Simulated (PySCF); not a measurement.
Isomers of C3H13NO2Si3, mass 179.025 u with the commonest isotopes. The calculation used PBE0/pcSseg-1 in PySCF (dipole) on a GFN2-xTB geometry, gas phase. One conformer each, none proved a minimum here; rigid rotors.

Task: Order these by rotational constant A, smallest first.
A. `[NH2:1][CH2:2][C:3]([SiH3:4])([SiH3:5])[SiH2:6][O:7][CH:8]=[O:9]` with H–N1–C2–C3 -77° and 162°, N1–C2–C3–Si4 86°, C2–C3–Si6–O7 -80°, C3–Si6–O7–C8 62°, Si6–O7–C8–O9 2°
B. `[CH3:1][NH:2][SiH2:3][C:4](=[O:5])[Si@H:6]([OH:7])[CH2:8][SiH3:9]` with C1–N2–Si3–C4 -168°, N2–Si3–C4–O5 -143°, Si3–C4–Si6–O7 -26°, C4–Si6–O7–H 22°, C4–Si6–C8–Si9 164°
C. `[CH2:1]=[CH:2][Si@@H:3]([NH:4][CH3:5])[Si:6]([OH:7])([OH:8])[SiH3:9]` with C1–C2–Si3–N4 -128°, C2–Si3–N4–C5 -54°, C2–Si3–Si6–O7 37°, Si3–Si6–O7–H 116°, Si3–Si6–O8–H 61°

Result: C (1091 MHz), A (1416 MHz), B (1626 MHz).

Task: Order these by rotational constant C, smallest first.
A. `[NH2:1][CH2:2][C:3]([SiH3:4])([SiH3:5])[SiH2:6][O:7][CH:8]=[O:9]` with H–N1–C2–C3 -77° and 162°, N1–C2–C3–Si4 86°, C2–C3–Si6–O7 -80°, C3–Si6–O7–C8 62°, Si6–O7–C8–O9 2°
B. `[CH3:1][NH:2][SiH2:3][C:4](=[O:5])[Si@H:6]([OH:7])[CH2:8][SiH3:9]` with C1–N2–Si3–C4 -168°, N2–Si3–C4–O5 -143°, Si3–C4–Si6–O7 -26°, C4–Si6–O7–H 22°, C4–Si6–C8–Si9 164°
C. `[CH2:1]=[CH:2][Si@@H:3]([NH:4][CH3:5])[Si:6]([OH:7])([OH:8])[SiH3:9]` with C1–C2–Si3–N4 -128°, C2–Si3–N4–C5 -54°, C2–Si3–Si6–O7 37°, Si3–Si6–O7–H 116°, Si3–Si6–O8–H 61°

Result: B (397.2 MHz), C (563.1 MHz), A (664.2 MHz).

Task: Order these by radius of gyration √(Σ m r²/M), largest first.
A. `[NH2:1][CH2:2][C:3]([SiH3:4])([SiH3:5])[SiH2:6][O:7][CH:8]=[O:9]` with H–N1–C2–C3 -77° and 162°, N1–C2–C3–Si4 86°, C2–C3–Si6–O7 -80°, C3–Si6–O7–C8 62°, Si6–O7–C8–O9 2°
B. `[CH3:1][NH:2][SiH2:3][C:4](=[O:5])[Si@H:6]([OH:7])[CH2:8][SiH3:9]` with C1–N2–Si3–C4 -168°, N2–Si3–C4–O5 -143°, Si3–C4–Si6–O7 -26°, C4–Si6–O7–H 22°, C4–Si6–C8–Si9 164°
C. `[CH2:1]=[CH:2][Si@@H:3]([NH:4][CH3:5])[Si:6]([OH:7])([OH:8])[SiH3:9]` with C1–C2–Si3–N4 -128°, C2–Si3–N4–C5 -54°, C2–Si3–Si6–O7 37°, Si3–Si6–O7–H 116°, Si3–Si6–O8–H 61°

Result: B (2.706 Å), C (2.431 Å), A (2.278 Å).

```json
{"SMILES": "NCC([SiH3])([SiH3])[SiH2]OC=O", "point group": "C1", "Ia (u·Å²)": "356.78", "Ib (u·Å²)": "740.55", "Ic (u·Å²)": "760.89", "κ": "-0.95", "μa (D)": "0.24", "μb (D)": "1.25", "μc (D)": "0.51"}
{"SMILES": "CN[SiH2]C(=O)[Si@H](O)C[SiH3]", "point group": "C1", "Ia (u·Å²)": "310.75", "Ib (u·Å²)": "1038.75", "Ic (u·Å²)": "1272.38", "κ": "-0.85", "μa (D)": "2.52", "μb (D)": "1.97", "μc (D)": "0.77"}
{"SMILES": "C=C[Si@@H](NC)[Si](O)(O)[SiH3]", "point group": "C1", "Ia (u·Å²)": "463.09", "Ib (u·Å²)": "755.59", "Ic (u·Å²)": "897.46", "κ": "-0.60", "μa (D)": "0.43", "μb (D)": "1.14", "μc (D)": "0.39"}
```
